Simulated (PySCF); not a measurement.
CH3N2S (SMILES [NH]C(N)=S), doublet, geometry from GFN2-xTB; PySCF with DF-M062X/6-311G**.

Here is a job for PySCF.
```python
from pyscf import gto, scf, dft

mol = gto.M(
    atom='''
N     0.914066   -0.957253    0.861916
C    -0.034507   -0.356821    0.267873
N    -1.312905   -0.740355    0.396728
S     0.293853    1.030757   -0.746178
H     1.849789   -0.599573    0.739589
H    -1.520321   -1.567693    0.928688
H    -2.032198   -0.300667   -0.147177
''',
    basis='6-311g**',
    charge=0,
    spin=1,
    verbose=5,
)

mf = dft.UKS(mol)
mf.xc = 'm062x'
mf.grids.level = 0
mf = mf.density_fit(auxbasis='def2-universal-jkfit')
mf.kernel()
```

Predict the main parts of the log of this PySCF run.


```
PySCF version 2.14.0

[INPUT] verbose = 5
[INPUT] max_memory = 4000
[INPUT] num. atoms = 7
[INPUT] num. electrons = 39
[INPUT] charge = 0
[INPUT] spin (= nelec alpha-beta = 2S) = 1
[INPUT] symmetry False subgroup None
[INPUT] Mole.unit = angstrom
[INPUT] Symbol           X                Y                Z      unit          X                Y                Z       unit  Magmom
[...]
[INPUT] ---------------- BASIS SET ----------------
[INPUT] l, kappa, [nprim/nctr], expnt,             c_1 c_2 ...
[INPUT] N
[...]
                                949.044           0.0149613
                                218.776           0.0735006
                                63.6916           0.248937
                                18.8282           0.60246
                                2.72023           0.256202
[...]
                                7.02614           0.921666
                                2.11205           -0.00256919
[...]
                                7.02614           0.237403
                                2.11205           0.817592
[...]
[INPUT] H
[...]
                                5.09479           0.190373
                                1.15879           0.852161
[...]
[INPUT] S
[...]
                                13961.7           0.005793
                                3169.91           0.029954
                                902.456           0.119028
                                297.158           0.368432
                                108.702           0.577299
[...]
                                43.1553           0.624465
                                18.1079           0.283366
[...]
                                117.221           0.064024
                                37.7749           0.277614
                                14.0584           0.745076
[...]
                                2.26297           0.443818
[...]
[INPUT] C
[...]
                                682.024           0.0152306
                                154.973           0.0761269
                                44.4553           0.260801
                                13.029            0.616462
                                1.82773           0.221006
[...]
                                4.80331           0.919999
                                1.45933           -0.00303068
[...]
                                4.80331           0.237594
                                1.45933           0.815854
[...]
nuclear repulsion = 148.104036655054
number of shells = 48
number of NR pGTOs = 162
number of NR cGTOs = 98
basis = 6-311g**
ecp = {}

******** <class 'pyscf.df.df_jk.DFUKS'> ********
method = DFUKS
initial guess = minao
damping factor = 0
level_shift factor = 0
DIIS = <class 'pyscf.scf.diis.CDIIS'>
diis_start_cycle = 1
diis_space = 8
diis_damp = 0
SCF conv_tol = 1e-09
SCF conv_tol_grad = None
SCF max_cycles = 50
direct_scf = False
number electrons alpha = 20  beta = 19
XC library pyscf.dft.libxc version 7.1.2
    S. Lehtola, C. Steigemann, M. J. T. Oliveira, and M. A. L. Marques,  SoftwareX 7, 1–5 (2018)
XC functionals = m062x
    Y. Zhao and D. G. Truhlar,  Theor. Chem. Acc. 120, 215 (2008)
    Y. Zhao and D. G. Truhlar,  Theor. Chem. Acc. 120, 215 (2008)
radial grids:
    Treutler-Ahlrichs [JCP 102, 346 (1995); DOI:10.1063/1.469408] (M4) radial grids

becke partition: Becke, JCP 88, 2547 (1988); DOI:10.1063/1.454033
pruning grids: <function nwchem_prune>
grids dens level: 0
symmetrized grids: False
atomic radii adjust function: <function treutler_atomic_radii_adjust>
small_rho_cutoff = 0
Set gradient conv threshold to 3.16228e-05
atom N rad-grids = 15, ang-grids = [50 50 50 50 50 86 86 74 86 86 86 86 74 74 74]
atom C rad-grids = 15, ang-grids = [50 50 50 50 86 86 74 74 86 86 86 86 74 74 74]
atom S rad-grids = 20, ang-grids = [ 50  50  50  50  50  50  86  86  86  86  86 110 110 110 110 110  86  86
  86  86]
atom H rad-grids = 10, ang-grids = [50 50 50 74 74 74 74 74 50 50]
[...]
  3.59971663e+01  1.89378489e+02]
multiplicity <S^2> = 0.75528645  2S+1 = 2.0052795
nelec by numeric integration = [20.00188031 19.00195159]
E1 = -1045.6426515162675  E2 = 350.0107355550341  Ecoul = 396.0076532672547  Exc = -45.996917712220565
cycle= 49 E= -547.52787930618  delta_E= -1.24e-07  |g|= 7.81e-05  |ddm|= 0.000948
  alpha mo_energy =
[-9.00552201e+01 -1.48140396e+01 -1.47709066e+01 -1.07211721e+01
 -8.22871883e+00 -6.18506443e+00 -6.17042437e+00 -6.16749539e+00
 -1.08636367e+00 -9.78942786e-01 -8.42775124e-01 -6.91097734e-01
 -6.29732342e-01 -5.62095442e-01 -5.01558575e-01 -4.88150754e-01
 -3.79838017e-01 -3.41188507e-01 -3.32741131e-01 -3.06983355e-01
  6.66770753e-02  7.11582408e-02  7.74615589e-02  1.24677563e-01
  1.32068918e-01  2.14466070e-01  2.23961584e-01  2.52016406e-01
  3.30577182e-01  3.63193221e-01  3.78916022e-01  4.06416761e-01
  4.83252526e-01  4.89140291e-01  5.09568891e-01  5.97410538e-01
  6.18039253e-01  6.54805608e-01  7.03216849e-01  7.18312225e-01
  7.32556005e-01  7.53511308e-01  7.94903430e-01  7.97377631e-01
  8.32406436e-01  8.66168494e-01  9.41947586e-01  9.75457885e-01
  9.93158108e-01  1.09030570e+00  1.19047753e+00  1.25396506e+00
  1.28178718e+00  1.31918521e+00  1.49917508e+00  1.54181460e+00
  1.57300887e+00  1.62166777e+00  1.63119962e+00  1.67524809e+00
  1.70029344e+00  1.71949313e+00  1.75553467e+00  1.83580731e+00
  1.90193221e+00  2.01566650e+00  2.02069760e+00  2.17787652e+00
  2.25259072e+00  2.39301883e+00  2.42983476e+00  2.43374306e+00
  2.51722014e+00  2.63017163e+00  2.64896011e+00  2.72165006e+00
  2.82101557e+00  2.84719505e+00  2.89384863e+00  3.03512778e+00
  3.07323193e+00  3.17544736e+00  3.48871385e+00  3.49567824e+00
  3.84023793e+00  3.88670003e+00  4.22588048e+00  4.76040883e+00
  4.85803972e+00  5.12694368e+00  7.77982072e+00  1.73686148e+01
  1.74000493e+01  1.75586865e+01  2.39405380e+01  3.58203071e+01
  3.60069278e+01  1.89366667e+02]
  beta  mo_energy =
[-9.00491121e+01 -1.48140848e+01 -1.47706038e+01 -1.07213949e+01
 -8.22806703e+00 -6.16821675e+00 -6.16503853e+00 -6.15836584e+00
 -1.08314170e+00 -9.72063504e-01 -8.09236702e-01 -6.86132839e-01
 -6.23675060e-01 -5.57644094e-01 -4.86377902e-01 -4.81803908e-01
 -3.37937168e-01 -3.23861364e-01 -2.95116942e-01 -1.30874158e-01
  6.48203893e-02  7.36282960e-02  7.89277546e-02  1.20424102e-01
  1.27658830e-01  2.00004246e-01  2.20168247e-01  2.54779266e-01
  3.38963680e-01  3.68636087e-01  3.85151116e-01  4.09032814e-01
  4.88124283e-01  4.92224410e-01  5.10517725e-01  6.02702755e-01
  6.20806151e-01  6.56375969e-01  7.09398370e-01  7.24116204e-01
  7.46802478e-01  7.61960510e-01  8.06774059e-01  8.40716883e-01
  8.45514189e-01  8.84824722e-01  9.66946000e-01  9.95476052e-01
  1.00063819e+00  1.09525988e+00  1.19243163e+00  1.25511440e+00
  1.28539333e+00  1.32207792e+00  1.50484320e+00  1.55338485e+00
  1.57812630e+00  1.63612993e+00  1.66292134e+00  1.67818475e+00
  1.70285673e+00  1.72276690e+00  1.75642418e+00  1.84202315e+00
  1.91168119e+00  2.01704031e+00  2.01981964e+00  2.17838466e+00
  2.25409714e+00  2.39621035e+00  2.43099260e+00  2.43412243e+00
  2.51776664e+00  2.63094968e+00  2.65178986e+00  2.72354827e+00
  2.81934291e+00  2.84850795e+00  2.89435483e+00  3.03650178e+00
  3.07395142e+00  3.17590512e+00  3.48871059e+00  3.49578040e+00
  3.84056147e+00  3.88799615e+00  4.22749163e+00  4.76126514e+00
  4.85836113e+00  5.12764907e+00  7.79751570e+00  1.73775123e+01
  1.74446200e+01  1.75666458e+01  2.39422645e+01  3.58130003e+01
  3.59970881e+01  1.89378579e+02]
multiplicity <S^2> = 0.75539947  2S+1 = 2.0053922
nelec by numeric integration = [20.0018804  19.00195086]
E1 = -1045.6436555009857  E2 = 350.01174045485516  Ecoul = 396.00870435929994  Exc = -45.99696390444479
cycle= 50 E= -547.527878391077  delta_E= 9.15e-07  |g|= 6.25e-05  |ddm|= 0.0102
SCF not converged.
SCF energy = -547.527878391077 after 50 cycles  <S^2> = 0.75539947  2S+1 = 2.0053922
```

Convergence was not reached.
